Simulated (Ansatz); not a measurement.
Kohn–Sham single points on C4H12GeO4Si (`C[O][GeH2]/[CH]=C/[Si](O)(O)OC`).

```yaml
crystal:
  periodic: [false, false, false]
  atoms:
    - {symbol: C, position_ang: [2.893930, -1.427044, 2.685184]}
    - {symbol: O, position_ang: [3.252397, -0.508126, 1.684848]}
    - {symbol: Ge, position_ang: [2.471426, -0.653040, 0.088139]}
    - {symbol: C, position_ang: [0.565051, -0.310605, 0.215020]}
    - {symbol: C, position_ang: [-0.008126, 0.764516, -0.331582]}
    - {symbol: Si, position_ang: [-1.824455, 1.113981, -0.256876]}
    - {symbol: O, position_ang: [-2.189288, 2.525927, 0.482714]}
    - {symbol: O, position_ang: [-2.473607, -0.128140, 0.585188]}
    - {symbol: O, position_ang: [-2.438743, 1.267986, -1.767389]}
    - {symbol: C, position_ang: [-2.365665, 0.269917, -2.760902]}
    - {symbol: H, position_ang: [3.537018, -1.255050, 3.551955]}
    - {symbol: H, position_ang: [1.851648, -1.303702, 3.008287]}
    - {symbol: H, position_ang: [3.031817, -2.469040, 2.363130]}
    - {symbol: H, position_ang: [2.739642, -2.086167, -0.424951]}
    - {symbol: H, position_ang: [3.142027, 0.423811, -0.775007]}
    - {symbol: H, position_ang: [-0.064737, -1.021125, 0.747758]}
    - {symbol: H, position_ang: [0.622857, 1.477371, -0.866316]}
    - {symbol: H, position_ang: [-2.474442, 3.239533, -0.089982]}
    - {symbol: H, position_ang: [-3.324521, 0.024674, 0.998217]}
    - {symbol: H, position_ang: [-2.737269, 0.690497, -3.696597]}
    - {symbol: H, position_ang: [-2.980571, -0.596037, -2.496352]}
    - {symbol: H, position_ang: [-1.335790, -0.070138, -2.915582]}
basis:
  gaussian: {orbitals: def2-TZVPP}
hamiltonian: {xc: pbe0, dispersion: d4}
output: {orbitals: {seedname: orbitals}}
```

```sh
$ ansatz run in.yaml --threads 4 --pin off --events-out ev --progress --plain --backend cuda
```

It prints (some lines left out):

```
Functional definition: PBE0
2724 factors; their error is unknown
mean field evaluation 1: about -76892.2252 eV, gradient 1.1e2 eV
mean field evaluation 2: about -76872.6975 eV, gradient 1.5e2 eV
mean field evaluation 4: about -76912.1079 eV, gradient 8.1e0 eV
mean field evaluation 8: about -76912.2218 eV, gradient 1.7e-1 eV
mean field evaluation 16: about -76912.5172 eV, gradient 2.5e-4 eV
mean field -76912.51723536 eV, -2826.4828752230 hartree, gradient 4.3e-5 eV, S^2 0.000000; 0 other end points of the search recorded, 0 dependent functions left out
reference -76912.51728465 eV, -2826.4828770343 hartree; 57, 57 occupied and 449, 449 virtual orbitals, 2724 factors
Total energy: -76913.01230407 eV, -2826.5010686622 hartree
```

Run time 35 s (4 threads of an AMD EPYC 7R13 on a shared host and a share of an NVIDIA H100 80 GB); peak host memory 1.1 GiB.

The same input with `hamiltonian: {xc: {name: B3LYP}, dispersion: d4}` and forces (abridged; 68 s):

```
Functional definition: B3LYP
mean field evaluation 16: about -76939.1135 eV, gradient 1.2e-3 eV
mean field -76939.11351107 eV, -2827.4602703278 hartree, gradient 1.9e-5 eV, S^2 0.000000
Total energy: -76940.02945385 eV, -2827.4939306038 hartree
Atom 0 force    -0.049549    -0.211069     0.314598 eV/Å
Atom 1 force     0.155425     0.179148     0.005709 eV/Å
Atom 2 force     0.040630    -0.019565    -0.289759 eV/Å
Atom 3 force    -0.132371    -0.064682     0.065862 eV/Å
Atom 4 force     0.023313     0.077080    -0.045578 eV/Å
Atom 5 force     0.143458     0.031282     0.012107 eV/Å
Atom 6 force    -0.024828     0.127008     0.051940 eV/Å
Atom 7 force    -0.082771    -0.083715     0.069654 eV/Å
Atom 8 force    -0.034165     0.169374     0.103548 eV/Å
Atom 9 force    -0.012648    -0.242956    -0.327696 eV/Å
Atom 10 force    -0.038021    -0.017889    -0.036748 eV/Å
Atom 11 force     0.050361    -0.011556    -0.012737 eV/Å
Atom 12 force    -0.008885     0.048323     0.019621 eV/Å
Atom 13 force     0.007079    -0.009307    -0.003614 eV/Å
Atom 14 force     0.001625    -0.004821     0.000055 eV/Å
Atom 15 force     0.067225     0.049169    -0.043201 eV/Å
Atom 16 force    -0.049484    -0.048285     0.036913 eV/Å
Atom 17 force    -0.017882     0.059385     0.023586 eV/Å
Atom 18 force    -0.032522    -0.047846     0.032262 eV/Å
Atom 19 force     0.021178    -0.034012     0.043964 eV/Å
Atom 20 force     0.031886     0.039775    -0.020401 eV/Å
Atom 21 force    -0.059054     0.015162    -0.000084 eV/Å
Dipole moment:    -0.440430    -0.110673    -0.302464 e Å
```

With the line `hamiltonian: {xc: {name: BLYP}, dispersion: d4}` (abridged; 36 s):

```
Functional definition: BLYP
mean field evaluation 16: about -76934.7202 eV, gradient 7.0e-3 eV
mean field -76934.72017722 eV, -2827.2988182864 hartree, gradient 8.5e-5 eV, S^2 0.000000
Total energy: -76935.95257605 eV, -2827.3441081081 hartree
```

The same input with `hamiltonian: {xc: {name: LC-wPBE}}` (abridged; 52 s):

```
Functional definition: LC-wPBE
mean field evaluation 16: about -76919.6068 eV, gradient 3.3e-4 eV
mean field -76919.60680790 eV, -2826.7434122082 hartree, gradient 5.2e-5 eV, S^2 0.000000
Total energy: -76919.60680791 eV, -2826.7434122086 hartree
```

B3LYP takes the VWN-RPA correlation (the form of Gaussian; ORCA's B3LYP/G).
